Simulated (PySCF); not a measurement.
Radial density of Xe⁺ (xenon, charge +1)

UHF, [Kr] 4d10 5s2 5p4 6s1, high-spin 4P determinant (an excited configuration). Calculation: PySCF 2.14, in x2c-TZVPPall with one added diffuse shell each of s, p, d, f type (9s7p5d3f, 76 functions); scalar relativity by spin-free X2C-1e.

| r (bohr) | 4πr²ρ (e/bohr) | 4πr²(ρα − ρβ) |
| --- | --- | --- |
| 0.0242 | 67.26 | 0.0174 |
| 0.0408 | 61.98 | 0.0463 |
| 0.0686 | 87.01 | 0.0558 |
| 0.115 | 76.99 | -0.0129 |
| 0.194 | 71.38 | 0.0989 |
| 0.326 | 55.24 | 0.0105 |
| 0.549 | 26.59 | 0.2737 |
| 0.923 | 20.42 | -0.0201 |
| 1.55 | 5.664 | 1.1789 |
| 2.61 | 1.926 | 0.7584 |
| 4.39 | 0.4318 | 0.3771 |
| 7.39 | 0.02139 | 0.0214 |
| 12.4 | 1.501e-05 | 0.0000 |

Densities and radii are taken from the X2C orbitals without a picture-change correction, which distorts them close to the nucleus.

The outer electron is Rydberg-like, and this basis confines it to a smaller radius and binds it less than a complete one would.

Question: Where is the radial spin density 4πr²(ρα − ρβ) most negative, and why is it negative at all?

Answer: Around r = 0.923 bohr, down to -0.0201 e/bohr: exchange with the open shell polarises the paired shells in an unrestricted calculation.
